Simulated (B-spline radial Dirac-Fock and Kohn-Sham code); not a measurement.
**Core-level shifts of thallium with charge state**

Model: multi-electron Dirac-Fock with separately optimised hole states, Breit and Lamb-shift corrections added in first order. Program: a radial atomic solver. Each ion is free and in its tabulated ground configuration. Correlation energy is missing from these numbers.

Reference: Tl⁷⁴⁺, [He] 2s2 2p3, with 1s 94029.8 eV. Shifts from it, in eV (a dash: the subshell is empty, belongs to an open shell averaged over j, or its hole state is left out as unreliable):

```
  ion  configuration       1s
Tl⁷⁵⁺   [He] 2s2 2p2   +560.6
Tl⁷⁶⁺   [He] 2s2 2p1  +1126.7
Tl⁷⁷⁺       [He] 2s2  +1698.3
Tl⁷⁹⁺            1s2  +2747.7
Tl⁸⁰⁺            1s1  +4561.8
```

Values without a named source are computed, but for edge energies of neutral atoms, which are taken from tables.
